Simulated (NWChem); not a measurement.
Molecule: BeGeH$_{3}$I; SMILES [Be]([GeH3])[I]

def2 effective core potentials on I; no spin-orbit coupling.

Q: Give the equilibrium geometry at PBE0/def2-SVP with def2 effective core potentials on I (NWChem) as a Z-matrix, with the point group.

A: point group C3v; any orientation.
```
Ge
H 1 1.5437
H 1 1.5437 2 106.67
H 1 1.5438 2 106.63 3 -113.65
Be 1 2.1961 2 112.20 4 -123.11
I 5 2.1797 4 152.65 1 -179.98
```
